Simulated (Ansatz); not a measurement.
Ansatz (a program for electronic structure) input:
A basis named .json is the Basis Set Exchange file of that set.

Ansatz 0.2 input:
```yaml
crystal:
  periodic: [false, false, false]
  atoms:
    - {symbol: Si, position_ang: [-0.00839869, 3.03420372, -0.68977613]}
    - {symbol: O, position_ang: [0.29357424, 1.59785126, 0.05593234]}
    - {symbol: Si, position_ang: [-0.00423347, 0.01670000, 0.05419155]}
    - {symbol: Cl, position_ang: [0.14080898, -0.68595093, -1.87913256]}
    - {symbol: O, position_ang: [-1.49096898, -0.26717211, 0.59962297]}
    - {symbol: Si, position_ang: [-2.70986955, -1.36972976, 0.69655254]}
    - {symbol: O, position_ang: [1.07533719, -0.74976445, 0.96811366]}
    - {symbol: Si, position_ang: [2.63658409, -1.25799527, 1.08713932]}
    - {symbol: H, position_ang: [-1.45902093, 3.17489996, -0.94542154]}
    - {symbol: H, position_ang: [0.73007492, 3.09342677, -1.96916424]}
    - {symbol: H, position_ang: [0.45308206, 4.10944651, 0.21123025]}
    - {symbol: H, position_ang: [-3.38804916, -1.47525873, -0.61284826]}
    - {symbol: H, position_ang: [-2.16628605, -2.69045124, 1.08335475]}
    - {symbol: H, position_ang: [-3.66014056, -0.89398544, 1.72203619]}
    - {symbol: H, position_ang: [2.86129290, -1.68233810, 2.48367457]}
    - {symbol: H, position_ang: [3.55495055, -0.15093286, 0.74008305]}
    - {symbol: H, position_ang: [2.85965023, -2.39545990, 0.16945464]}
basis:
  gaussian:
    orbitals: aug-cc-pV_T+d_Z.json
    fitting: {mean_field: def2-universal-jkfit, correlation: aug-cc-pVTZ-RIFIT.json}
total_charge: 1
magnetization: {spin_polarized: true, initial_magnetization: 1}
correlation: {method: mp2, electrons: outside_noble_gas}
```

**Question.** Predict the final energy.

**Answer.** -1846.58521 Eh (RI-MP2/aug-cc-pV(T+d)Z). The basis has 620 functions.

This state (charge 1, doublet) is run at the relaxed geometry of the species with charge 0 and multiplicity 1.
